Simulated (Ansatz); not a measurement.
Reaction (formal exchange of groups at the Si–Ge bond): `C=C[SiH2][GeH3]` + `O[SiH3]` → `C=C[SiH2][SiH2]O` + GeH₄

Isolated molecules relaxed with PBE0-D4/def2-TZVP in Ansatz; ΔE leaves out vibrations. CBS: MP2 limit from def2 TZ/QZ plus the TZ coupled-cluster correction, frozen cores. Functionals use def2-TZVPP. For Ge outer-core shells are correlated without core-valence functions, which leaves a few kJ/mol of doubt a bond. Scalar relativity is left out up to krypton. Each species was taken in one conformer, which may not be the lowest.

```
         level  ΔE (kJ/mol)
        PBE-D4         16.9
     r2SCAN-D4         20.5
       PBE0-D4         18.5
       ωB97X-V         19.3
       ωB97M-V         23.3
 HF/def2-TZVPP         23.8
MP2/def2-TZVPP         27.0
 MP2/CBS(def2)         27.8
```

(1) What does CCSD(T)/CBS give? (Best estimate.)

Largest T1 diagnostic among the species: 0.012.

## Answers

(1) The calculation gave: +24.0 kJ/mol. The listed levels differ from it by -7.1, -3.5, -5.5, -4.7, -0.7, -0.2, 3.0, 3.8 kJ/mol.
